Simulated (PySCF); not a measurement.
C3H7FSi.
Numbering: `[CH3:1][Si@@H:2]1[CH2:3][C@@H:4]1[F:5]`

Probes without a nucleus sit at each ring's centroid and 1 Å off its mean plane on both sides; NICS is minus the shielding there, NICSzz its component along the normal. Level: GIAO PBE/pcSseg-2 (PySCF, non-relativistic, gas phase) on the PBE0-D3(BJ)/def2-SVP geometry, one conformer.

Ring bond lengths (Å): Si2–C3 1.869, C3–C4 1.526, C4–Si2 1.875.

Q: What do the NICS probes read (ppm)?

A: 
```csv
ring,type,NICS(0),"NICS(1), two faces","NICS(1)zz, two faces",rms pucker (Å),"centre to ring atoms, mean (Å)"
Si2–C3–C4,3-membered ring with Si; formal bonds all single,-22.2,-5.4 / -9.3,-9.0 / -18.9,0.00,1.01
```

Q: What can be read from them?

A: 
- Si2–C3–C4: mean NICS(1)zz -14.0 ppm, shielded. Si2, C3, C4 have four or more neighbours, so the value isn't read as a sign of a π ring current. The two faces differ by 9.9 ppm, so no symmetry operation interchanges them. NICS(0) lies 15 ppm below the mean NICS(1).

Q: What is the mean of the two in-plane components of NICS at the first NICS(1) probe listed for ring Si2–C3–C4, 1 Å off the ring?

A: The isotropic value is a third of the trace: (3 × -5.4 − (-9.0))/2 = -3.6 ppm.

Q: List the ring angles.

A: 
- Si2–C3–C4: Si2 48.1°, C3 66.1°, C4 65.7°; sum 180.0° against 180° for a flat convex ring.

Q: What are the shieldings of the ring atoms and their hydrogens in the same run (means over atoms taken as equivalent)?

A: 
```csv
atoms,environment,σ isotropic (ppm)
Si2,SiH silicon,435.7
C3,sp3 carbon bound to silicon,173.5
C4,sp3 C–F carbon,97.2
H on Si2,Si–H hydrogen,27.86
H on C3,methylene hydrogen,30.54
H on C3,methylene hydrogen,30.03
H on C4,methine hydrogen,25.95
```

Q: How do the values depend on the level or the medium?

A: 
```csv
level,"NICS(0), Si2–C3–C4","mean NICS(1)zz, Si2–C3–C4"
"PBE/pcSseg-2, gas",-22.2,-14.0
"PBE0/pcSseg-1, gas",-22.1,-13.5
```

The geometry is the same throughout.
